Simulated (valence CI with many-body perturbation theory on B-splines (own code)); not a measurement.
## E1 line list for Os4+

Computed by valence CI with perturbative core correlation (CI+MBPT): four valence electrons over a frozen Dirac-Fock core [Xe] 4f14, a basis of 7 s, 7 p, 8 d, 6 f, 4 g, 1 h functions for each j, with the one-electron correlation potential Σ1 (screened to all orders), the two-electron term Σ2, the three-electron term Σ3, Breit, model QED; selected single and double excitations, second order for the rest, scaled by the run's own slope (own B-spline code, finite nucleus).

Set against measurement, 56 paired levels are off by 798 cm⁻¹ on average, the worst by 2333. These come from a selection out of Palmeri et al., Atoms 14, 22 (2026). Levels without a partner in it may be off by more, other configurations by 1,000 to 8,000 cm⁻¹. Among the levels kept, up to 310 cm⁻¹ of a level comes from second order outside the variational space, and about a tenth of that is noise between levels of different J, which matters for small intervals.

Lines 201 to 250 of 586 in falling wavelength, among levels below 232710 cm⁻¹, chosen from the strongest by gf and those to the six lowest levels. Wavelengths and rates use the calculated energies, so an error of 800 cm⁻¹ moves a line at 1197 Å by 0.96 % and its rate by three times that or more. Electric multipoles are in the length gauge, E1 and E2 with the static RPA response of the core. Weak lines are less certain than strong ones. Lines between different terms over intervals too small for the method are left out, as are lines whose strength nearly cancels. Where a level lies close to another of its J and parity, the split of strength between their lines is uncertain. The highest levels of a list are the least certain.

Names give the largest LS component (configuration and term), which can be under half, so a name can repeat, a term be missing and a line seem to break the LS rules; names also repeat where a configuration has a term twice. Letters in brackets count levels of one name in rising energy.

```tsv
λ vac (Å)	Upper	Lower	A (s⁻¹)	S (a.u.) with core polarisation	S without
1197	5d³6p ³G°_5 [c]	5d³6s ³H_4	1.42e+08	1.32e+00	1.56e+00
1197	5d³6p ³F°_4 [d]	5d³6s ¹H_5	1.56e+08	1.19e+00	1.43e+00
1196	5d³6p ⁵S°_2	5d³6s ³D_2 [a]	2.37e+08	1.00e+00	1.20e+00
1195	5d³6p ³H°_5 [b]	5d³6s ³H_5 [a]	3.71e+08	3.43e+00	4.12e+00
1192	5d³6p ³F°_2 [c]	5d³6s ⁵P_2	4.25e+08	1.78e+00	2.11e+00
1191	5d³6p ³D°_2 [c]	5d³6s ³D_1 [a]	1.96e+08	8.16e-01	9.60e-01
1190	5d³6p ³G°_3 [d]	5d³6s ³F_4 [a]	1.65e+08	9.61e-01	1.15e+00
1184	5d³6p ³G°_5 [e]	5d³6s ¹G_4	5.61e+08	5.05e+00	6.01e+00
1184	5d³6p ³G°_4 [b]	5d³6s ³G_3	1.59e+08	1.17e+00	1.39e+00
1183	5d³6p ³H°_6 [b]	5d³6s ³H_5 [a]	1.42e+09	1.51e+01	1.79e+01
1183	5d³6p ³H°_4 [b]	5d³6s ⁵F_4	1.33e+08	9.79e-01	1.18e+00
1183	5d³6p ³I°_7	5d³6s ³H_6	1.60e+09	1.96e+01	2.34e+01
1182	5d³6p ³G°_3 [d]	5d³6s ³D_2 [a]	5.46e+08	3.12e+00	3.72e+00
1181	5d³6p ³F°_4 [f]	5d³6s ³D_3 [b]	1.46e+09	1.07e+01	1.28e+01
1180	5d³6p ³F°_4 [b]	5d³6s ³H_4	1.12e+08	8.19e-01	9.85e-01
1179	5d³6p ⁵F°_3 [b]	5d³6s ⁵F_3	3.17e+08	1.80e+00	2.16e+00
1177	5d³6p ¹H°_5 [a]	5d³6s ³G_4	2.06e+08	1.82e+00	2.15e+00
1177	5d³6p ¹P°_1 [b]	5d³6s ¹D_2 [b]	1.17e+09	2.82e+00	3.34e+00
1175	5d³6p ¹F°_3 [a]	5d³6s ¹G_4	2.56e+08	1.43e+00	1.71e+00
1172	5d³6p ³G°_3 [c]	5d³6s ³F_3 [a]	6.03e+08	3.36e+00	3.98e+00
1172	5d³6p ³G°_3 [c]	5d³6s ³G_4	1.95e+08	1.09e+00	1.30e+00
1172	5d³6p ³F°_2 [f]	5d³6s ³F_3 [a]	7.11e+08	2.82e+00	3.37e+00
1171	5d³6p ³G°_5 [e]	5d³6s ³F_4 [b]	9.01e+08	7.86e+00	9.39e+00
1170	5d³6p ³D°_2 [b]	5d³6s ⁵P_1	8.29e+08	3.28e+00	3.93e+00
1170	5d³6p ¹H°_5 [b]	5d³6s ³H_6	1.79e+08	1.55e+00	1.87e+00
1170	5d³6p ⁵G°_5 [b]	5d³6s ⁵F_4	1.14e+09	9.88e+00	1.18e+01
1169	5d³6p ³D°_2 [g]	5d³6s ³F_2 [c]	5.40e+08	2.13e+00	2.53e+00
1166	5d³6p ³F°_4 [e]	5d³6s ³F_4 [b]	4.94e+08	3.48e+00	4.15e+00
1165	5d³6p ³G°_4 [c]	5d³6s ³H_5 [b]	4.17e+08	2.93e+00	3.51e+00
1165	5d³6p ³P°_2 [b]	5d³6s ³D_3 [b]	3.73e+08	1.45e+00	1.75e+00
1165	5d³6p ³G°_3 [a]	5d³6s ⁵F_2	5.29e+08	2.89e+00	3.44e+00
1164	5d³6p ⁵D°_4 [b]	5d³6s ⁵P_3	5.41e+08	3.79e+00	4.55e+00
1161	5d³6p ⁵D°_2 [b]	5d³6s ⁵F_2	7.31e+08	2.82e+00	3.38e+00
1161	5d³6p ³G°_5 [d]	5d³6s ³H_5 [b]	7.99e+08	6.79e+00	8.11e+00
1161	5d³6p ³F°_4 [e]	5d³6s ³F_3 [b]	7.94e+08	5.51e+00	6.57e+00
1158	5d³6p ³D°_3 [a]	5d³6s ⁵P_2	4.29e+08	2.30e+00	2.76e+00
1158	5d³6p ³F°_4 [b]	5d³6s ³G_3	1.25e+08	8.61e-01	1.02e+00
1158	5d³6p ³D°_3 [d]	5d³6s ³F_4 [a]	2.02e+08	1.08e+00	1.27e+00
1158	5d³6p ⁵F°_4	5d³6s ⁵F_3	6.96e+08	4.80e+00	5.74e+00
1157	5d³6p ⁵F°_3 [c]	5d³6s ⁵F_3	1.48e+08	7.90e-01	9.43e-01
1157	5d³6p ⁵F°_1	5d³6s ⁵F_1	9.61e+08	2.20e+00	2.64e+00
1157	5d³6p ¹F°_3 [a]	5d³6s ³F_2 [b]	2.05e+08	1.09e+00	1.31e+00
1156	5d³6p ³D°_2 [g]	5d³6s ³F_3 [b]	5.73e+08	2.19e+00	2.62e+00
1156	5d³6p ³H°_6 [a]	5d³6s ⁵F_5	3.65e+08	3.62e+00	4.33e+00
1156	5d³6p ³P°_2 [b]	5d³6s ³D_2 [b]	8.20e+08	3.12e+00	3.74e+00
1155	5d³6p ¹H°_5 [a]	5d³6s ³H_5 [a]	1.25e+08	1.04e+00	1.25e+00
1155	5d³6p ⁵D°_0 [b]	5d³6s ⁵F_1	1.20e+09	9.12e-01	1.09e+00
1152	5d³6p ³D°_3 [f]	5d³6s ³D_3 [a]	4.40e+08	2.33e+00	2.78e+00
1152	5d³6p ¹D°_2 [c]	5d³6s ¹F_3	3.43e+08	1.29e+00	1.52e+00
1151	5d³6p ¹G°_4 [a]	5d³6s ³H_5 [a]	2.36e+08	1.60e+00	1.91e+00
```
